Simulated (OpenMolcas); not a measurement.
Levels of I6+ by method

- Program: OpenMolcas
- Basis: ANO-RCC-VDZP [6s5p3d1f]
- Scalar Hamiltonian: X2C, point nucleus
- Active space: 1 electron in 4 orbitals (5s 5p)
- State averaging: 2S+1 = 2 even, 1 root; 2S+1 = 2 odd, 3 roots
- Spin-orbit coupling: state interaction with AMFI integrals over the reference wave functions, term energies averaged over their components

Methods on the same reference wave functions:
A. CASSCF
B. SS-CASPT2, IPEA 0.25 Eh, imaginary shift 0.1 Eh (closed shells correlated: 4d)

Energies in cm-1 above 5s 2S 1/2, the measured ground level; measured values from Moore, Atomic Energy Levels, vol. III, NSRDS-NBS 35 (1971 reprint of NBS Circular 467, 1958).

| Level | A | B | Measured |
| --- | --- | --- | --- |
| 5s 2S 1/2 | 0.0 | 0.0 | 0.0 |
| 5p 2P* 1/2 | 106298 | 108306 | 104960 |
| 5p 2P* 3/2 | 118811 | 120819 | 119960 |

Deviations, from unrounded energies. A percentage is the sum of absolute deviations over the sum of measured energies, with the sign that they share, or ± where signs differ.

```tsv
Against measurement	Levels	A	B
mean absolute deviation (cm-1)	2	1200	2100
other configurations (%)	2	±1.1	+1.9
```

A lies closest to measurement on these levels. The largest miss of A in the table is 5p 2P* 1/2, by +1300 cm-1. The ranking rests on the paired levels alone, and a cruder setting can come out closer through cancelling errors.

The lowest spin-free term lies below A's lowest term by 0.283 hartree in B.

The basis is small and was not contracted for so high a charge. With one active electron the reference holds no correlation, so core polarisation is missing (holds for A). With one active electron, CASPT2 adds the correlation within the correlated inactive shells and between them and that electron, and leaves the splitting within a term as the reference gives it (holds for B). Computed and measured levels are paired by configuration, term and J; levels that our copy of the source lacks, or whose pairing is in doubt (as where it misses far off the trend of its configuration), stay unpaired and out of the deviations. Levels of configurations outside the active space are missing.

* marks odd parity.
